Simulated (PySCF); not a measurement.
A calculated (r2SCAN0, PySCF 2.14, aug-cc-pCVTZ-DK with one added diffuse shell each of s, p, d, f type, the spin-free X2C one-electron Hamiltonian (Gaussian nucleus)) atom or ion has these occupied shells.

```
shell  electrons  orbital energy (eV)  rms radius, mean of both spins (bohr)
   1s          2              -320.50                                  0.312
   2s          2              -42.232                                   1.48
```

Problem. Name the element and its charge.

Solution. C²⁺ (carbon, charge +2), in [He] 2s2, closed-shell 1S.
